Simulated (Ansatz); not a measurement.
CH5AlOSi, 9 atoms. The species carries charge 0 and has multiplicity 1. The bonds changed during the relaxation, so this is another structure than the one it started from. All runs use 2 threads of an Arm Neoverse V2 on a shared host. Correlated methods freeze the cores.

(1) Give the basis size and wall time and peak host memory of each of these runs in Ansatz. RHF-MP2/def2-QZVPP energy; RKS ωB97X-V/def2-TZVPP energy; RKS PBE0-D4/def2-TZVP frequencies; RKS PBE0-D4/def2-QZVPP energy; direct RPA on PBE orbitals/def2-TZVPP energy; RKS ωB97M-V/def2-SVP energy; RHF-CCSD(T)/def2-TZVPP energy; RKS ωB97M-V/def2-QZVPP energy; RKS B97M-V/def2-TZVPP energy; RHF-CCSD(T)/def2-SVP energy; RKS PBE0-D4/def2-SVP energy; RKS BLYP-D4/def2-TZVPP energy. (Best estimate.)

Answers

(1) Ansatz gave: Other jobs shared the machine, so times are rough.

```tsv
level	job	functions	wall time	peak host memory (GiB)
RKS PBE0-D4/def2-SVP	energy	89	1.2 s	0.17
RKS BLYP-D4/def2-TZVPP	energy	216	2.4 s	0.26
RHF-CCSD(T)/def2-SVP	energy	89	2.6 s	0.27
RKS ωB97M-V/def2-SVP	energy	89	5.5 s	0.26
direct RPA on PBE orbitals/def2-TZVPP	energy	216	6 s	0.5
RKS ωB97X-V/def2-TZVPP	energy	216	9 s	0.57
RKS PBE0-D4/def2-QZVPP	energy	404	10 s	1.1
RKS B97M-V/def2-TZVPP	energy	216	12 s	0.33
RHF-MP2/def2-QZVPP	energy	404	21 s	2
RKS ωB97M-V/def2-QZVPP	energy	404	26 s	1.4
RHF-CCSD(T)/def2-TZVPP	energy	216	66 s	3
RKS PBE0-D4/def2-TZVP	frequencies	166	2.2 min	0.41
```
